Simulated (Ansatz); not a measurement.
Compare A (`C[CH2][Zn][F]`) with its isomer B (`C[CH](F)[ZnH]`).

Program: Ansatz. Geometries: PBE0-D4/def2-TZVP. ΔE: electronic, gas phase. CBS: MP2 limit from def2 TZ/QZ plus the TZ coupled-cluster correction, frozen cores. DFT in def2-TZVPP. B3LYP here is the variant with VWN-RPA as its local correlation; programs differ in this. For Zn outer-core shells are correlated without core-valence functions, which leaves a few kJ/mol of doubt a bond. Scalar relativity is left out up to krypton. One conformer a species, not always the lowest.

Problem. Which is lower in electronic energy at CCSD(T)/CBS, and by how much? (Best estimate.)

Solution. Computed: A, by 45.1 kcal/mol.

Problem. Give E(B) − E(A) in kcal/mol with ωB97M-V, PBE0-D4, HF/def2-TZVPP, MP2/def2-TZVPP, CCSD(T)/def2-TZVPP, B3LYP, CCSD/def2-TZVPP. (Best estimate.)

Solution. The calculation gave: ωB97M-V 41.1, PBE0-D4 41.3, HF/def2-TZVPP 41.9, MP2/def2-TZVPP 46.2, CCSD(T)/def2-TZVPP 43.0, B3LYP 41.7, CCSD/def2-TZVPP 43.1. None reverses the order clearly.

Largest T1 diagnostic: 0.015.

In def2-TZVPP, CCSD(T) changes the Hartree–Fock value by +1.0 kcal/mol (the triples alone add −0.2 kcal/mol) and MP2 by +4.3 kcal/mol.
